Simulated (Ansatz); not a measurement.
Job for Ansatz (a quantum-chemistry and plane-wave program): R-PBE/def2-TZVPPD on HF (SMILES F). Files ending in .json are basis or fitting sets from the Basis Set Exchange.

Ansatz 0.2 input:
```yaml
crystal:
  periodic: [false, false, false]
  atoms:
    - {symbol: F, position_ang: [-0.98576880, -1.36044313, 2.58738070]}
    - {symbol: H, position_ang: [-0.64610244, -0.78263238, 1.92959391]}
basis:
  gaussian:
    orbitals: def2-TZVPPD.json
hamiltonian:
  xc: {name: PBE}
scf: {lower_state_search: off}
```

Problem. Predict the final total energy.

Solution. -100.3966 hartree.
